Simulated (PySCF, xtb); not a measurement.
CH₅FN₂Si₂, SMILES F[Si@@H]1C=N[SiH2]N1.

Coordinates come from a PBE-D3(BJ)/def2-SVP optimisation. The structure was generated by enumeration; whether it is a known compound was not checked.

Calculation: C-PCM-B3LYP/def2-SVP run with PySCF 2.14.0.

The values are the electrostatic part of the solvation free energy, E(continuum) − E(gas) at the gas-phase geometry, in a cavity of scaled van der Waals radii (PySCF's table); cavitation and dispersion terms are not included. In vacuum the orbital gap is 5.10 eV. The dipole moment in vacuum is 2.08 D.

```csv
solvent,ε,ΔG(elec) (kcal/mol),dipole (D),gap (eV)
water,78.36,-5.3,2.65,5.19
chloroform,4.71,-4.1,2.51,5.17
n-hexane,1.88,-2.3,2.32,5.14
```

For comparison, GFN2-xTB/ALPB(water) (xtb, at the GFN2-xTB geometry, all terms of that model) gives -1.1 kcal/mol.
